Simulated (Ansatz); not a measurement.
`C[CH2][Ge][F]` → `[CH3][Ge][F]` + `[CH2]` (triplet)  (formal loss of a carbene)

Calculated with Ansatz (gas phase, PBE0-D4/def2-TZVP geometries, no zero-point term in ΔE). CCSD(T)/CBS adds triple-zeta CCSD(T) − MP2 to the extrapolated MP2 energy (def2 sets, frozen cores). This one scheme is used for every species. Functionals use def2-TZVPP. B3LYP here is the variant with VWN-RPA as its local correlation; programs differ in this. HSE06 is defined as in plane-wave codes. Triplets are unrestricted, without spin–orbit coupling. For Ge outer-core shells are correlated without core-valence functions, which leaves a few kJ/mol of doubt a bond. Scalar relativity is left out up to krypton. One conformer a species, not always the lowest.

```tsv
level	ΔE (kcal/mol)	difference from CCSD(T)/CBS
PBE-D4	102.9	1.4
revPBE-D4	99.9	-1.6
BLYP-D4	99.6	-1.9
r2SCAN-D4	95.6	-5.9
B97M-V	100.9	-0.6
PBE0-D4	100.8	-0.7
B3LYP-D4	99.6	-1.9
r2SCANh-D4	95.2	-6.3
r2SCAN0-D4	94.7	-6.8
HSE06-D4	100.8	-0.7
BHLYP-D4	96.8	-4.7
CAM-B3LYP-D4	100.5	-1.0
ωB97X-V	103.7	2.2
ωB97M-V	101.7	0.2
B2PLYP	98.8	-2.7
PBE	101.3	-0.2
revPBE	95.1	-6.4
BLYP	96.2	-5.3
r2SCAN	95.2	-6.3
PBE0	99.4	-2.1
r2SCANh	94.8	-6.7
r2SCAN0	94.3	-7.2
BHLYP	94.9	-6.6
CAM-B3LYP	99.1	-2.4
LC-ωPBE	98.4	-3.1
RPA@PBE/def2-TZVPP	97.5	-4.0
MP2/def2-SVP	100.6	-0.9
CCSD/def2-SVP	96.4	-5.1
CCSD(T)/def2-SVP	98.4	-3.1
HF/def2-TZVPP	65.7	-35.8
MP2/def2-TZVPP	101.7	0.2
SCS-MP2/def2-TZVPP	101.9	0.4
CCSD/def2-TZVPP	96.0	-5.5
CCSD(T)/def2-TZVPP	98.7	-2.8
HF/def2-QZVPP	65.6	-35.9
MP2/def2-QZVPP	103.3	1.8
SCS-MP2/def2-QZVPP	103.8	2.3
HF/CBS(def2)	65.6	-35.9
MP2/CBS(def2)	104.6	3.1
CCSD/CBS(def2)	98.8	-2.7
CCSD(T)/CBS	101.5	0
```

Largest T1 diagnostic among the species: 0.013.

From BLYP to BHLYP (50 % exact exchange), in def2-TZVPP and without D4, ΔE moves by −1.3 kcal/mol. Leaving LDA and LC-ωPBE aside and taking each functional with its dispersion term where it has one, the values spread over 9.0 kcal/mol, from r2SCAN0-D4 to ωB97X-V. LDA lies +17.6 kcal/mol from PBE without D4. The D4 term adds +2.5 kcal/mol with B3LYP and +1.4 kcal/mol with PBE0; it sums over pairs of atoms, weighted by their polarisabilities, and B3LYP, whose exchange is more repulsive, gets the larger term.
